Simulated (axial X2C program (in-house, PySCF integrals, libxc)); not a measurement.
CrSi: properties at the nuclei

Computed with an in-house all-electron X2C program for linear molecules (integrals from PySCF): two-component X2C with atomic mean-field Coulomb and Gaunt terms, Gaussian nuclei, basis Cr dyall-cv3z, Si dyall-v3z with contracted cores.

R = 2.429 Å (near the PBE0 minimum at charge 0 of the determinant lowest at the starting distance; the state shown can have its own minimum elsewhere).

Determinant lowest in the PBE0 search, Ω = 3 (⟨Sz⟩ = 2.00, ⟨Lz⟩ = 1.00 at PBE0), spin on the atoms Cr 2.60, Si -0.60:

```json
{"level": "PBE0", "Eeff magnitude (GV/cm)": "0.198", "Ws magnitude Cr (kHz)": "0.0271", "A∥/gI Cr (MHz)": "211", "qzz Cr (a.u.)": "0.00", "A∥/gI Si (MHz)": "82.7", "qzz Si (a.u.)": "-1.42", "μ (D)": "-2.92"}
{"level": "HF", "Eeff magnitude (GV/cm)": "0.111", "Ws magnitude Cr (kHz)": "0.0201", "A∥/gI Cr (MHz)": "151", "qzz Cr (a.u.)": "-0.25", "A∥/gI Si (MHz)": "74.8", "qzz Si (a.u.)": "-1.60", "μ (D)": "-2.78"}
{"level": "BHandHLYP", "Eeff magnitude (GV/cm)": "0.119", "Ws magnitude Cr (kHz)": "0.0174", "A∥/gI Cr (MHz)": "163", "qzz Cr (a.u.)": "-0.04", "A∥/gI Si (MHz)": "79.2", "qzz Si (a.u.)": "-1.57", "μ (D)": "-3.20"}
{"level": "B3LYP", "Eeff magnitude (GV/cm)": "0.2", "Ws magnitude Cr (kHz)": "0.0263", "A∥/gI Cr (MHz)": "202", "qzz Cr (a.u.)": "0.11", "A∥/gI Si (MHz)": "78.2", "qzz Si (a.u.)": "-1.36", "μ (D)": "-2.61"}
{"level": "TPSSh", "Eeff magnitude (GV/cm)": "0.221", "Ws magnitude Cr (kHz)": "0.0295", "A∥/gI Cr (MHz)": "221", "qzz Cr (a.u.)": "0.05", "A∥/gI Si (MHz)": "71.9", "qzz Si (a.u.)": "-1.33", "μ (D)": "-2.92"}
```

Eeff is the effective electric field on the electron electric dipole moment in this Ω state and Ws the scalar–pseudoscalar constant of the nucleus named (defined with the proton number Z and per Ω); A∥ (defined per Ω) follows by multiplying with gI = μI/(I μN); qzz is the electric field gradient, eQq0 = 234.96 MHz × Q/barn × qzz; μ is positive if the Si end (last atom) is positive. The operators were transformed with the bare-nucleus X2C matrices; with these basis sets, hyperfine constants and field gradients can be off by tens of per cent, and where levels differ in sign neither size nor sign is settled.

(1) With gI(53Cr) = -0.3164, gI(29Si) = -1.1106 (g factors from the IAEA table of nuclear moments by Stone), turn the PBE0 values of the first state into constants in MHz.

Each state is one determinant with collinear spin, which with several unpaired electrons need not be a pure state. Unrestricted Hartree–Fock can overshoot spin polarisation at the nuclei. With several open shells hyperfine constants can be off by a factor of several. In the state Ω = 3 the atomic spins oppose each other (2.60, -0.60): a broken-symmetry determinant whose values are not spin-projected. Open-shell Ω = 0 determinants with evenly filled partner blocks cannot be reached by this program, so the Ω shown need not be the lowest component. At HF a later determinant lies lower. States lie within half an eV, so the first need not be the ground state. Further determinants of the search, some of them spin-mixed, are not shown. Where a field gradient or hyperfine factor spreads by more than a factor of two over the levels, a constant derived from it is not to be relied on.

Results:

(1) A∥(53Cr) = 211 × -0.3164 = -66.8 MHz; A∥(29Si) = 82.7 × -1.1106 = -91.8 MHz.
